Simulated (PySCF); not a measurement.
## Polarisability and C₆ of F⁺ (fluorine, charge +1)

[He] 2s2 2p4, high-spin 3P determinant. Computed with PySCF 2.14 in aug-cc-pV5Z (7s6p5d4f3g2h, 127 functions), with the non-relativistic Hamiltonian (point nucleus). Coupled (time-dependent) response in atomic units; α is the mean over directions.

```
method  mean α (bohr³)         α xx, yy, zz  C₆ (like pair)  S(−4)
 HSE06           1.824  1.880, 1.712, 1.880           3.384  1.440
```

S(−4) is the Cauchy moment in α(ω) = α(0) + S(−4) ω² + …

α(iu) at HSE06:

```json
{"u (hartree)": "0", "α(iu) (bohr³)": "1.824"}
{"u (hartree)": "0.0500", "α(iu) (bohr³)": "1.821"}
{"u (hartree)": "0.100", "α(iu) (bohr³)": "1.810"}
{"u (hartree)": "0.200", "α(iu) (bohr³)": "1.769"}
{"u (hartree)": "0.300", "α(iu) (bohr³)": "1.708"}
{"u (hartree)": "0.500", "α(iu) (bohr³)": "1.546"}
{"u (hartree)": "0.750", "α(iu) (bohr³)": "1.328"}
{"u (hartree)": "1.00", "α(iu) (bohr³)": "1.129"}
{"u (hartree)": "1.50", "α(iu) (bohr³)": "0.8222"}
{"u (hartree)": "2.00", "α(iu) (bohr³)": "0.6146"}
{"u (hartree)": "3.00", "α(iu) (bohr³)": "0.3733"}
{"u (hartree)": "5.00", "α(iu) (bohr³)": "0.1760"}
```

A single London oscillator, α(iu) = α/(1 + u²/ω²), gives C₆ = (3/4) ω α². Matching the computed C₆ needs ω = 4 × 3.384 / (3 × 1.824²) = 1.36 hartree.

For an ion, C₆ is the dispersion term alone; charge-induced terms of lower order in 1/R come first.

The components differ because the open shell of this determinant is not spherical; for a pure term their mean is the scalar polarisability.
